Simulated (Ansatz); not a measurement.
Z-matrix (Å, degrees):
```
Si
C 1 1.924
C 1 2.273 2 123.7
N 1 1.719 2 114.7 3 45.5
N 1 1.723 2 116.2 3 -46.2
H 1 1.494 2 105.5 3 180.0
O 2 1.208 1 120.6 3 -62.4
H 2 1.120 1 120.4 3 117.9
H 3 1.097 1 125.0 2 -1.2
H 3 1.097 1 126.3 2 178.8
H 4 1.006 1 128.1 2 13.8
H 5 1.005 1 131.5 2 -117.7
```

Total charge 0; spin multiplicity 1.

Task: List the PBE/def2-TZVPP orbital energies in eV (Ansatz 0.2.0). (Best estimate.)

Result: The calculation gave: Occupied: -1780.05, -510.53, -380.21, -380.10, -270.99, -270.70, -137.72, -94.50, -94.44, -94.42, -26.36, -23.47, -20.16, -15.92, -14.99, -13.86, -11.98, -11.82, -10.94, -10.40, -9.93, -9.62, -9.51, -8.34, -6.26, -5.96, -5.06. Lowest empty: -2.65, -0.84, 0.35, 0.95, 1.17, 1.59, 1.86, 2.08.
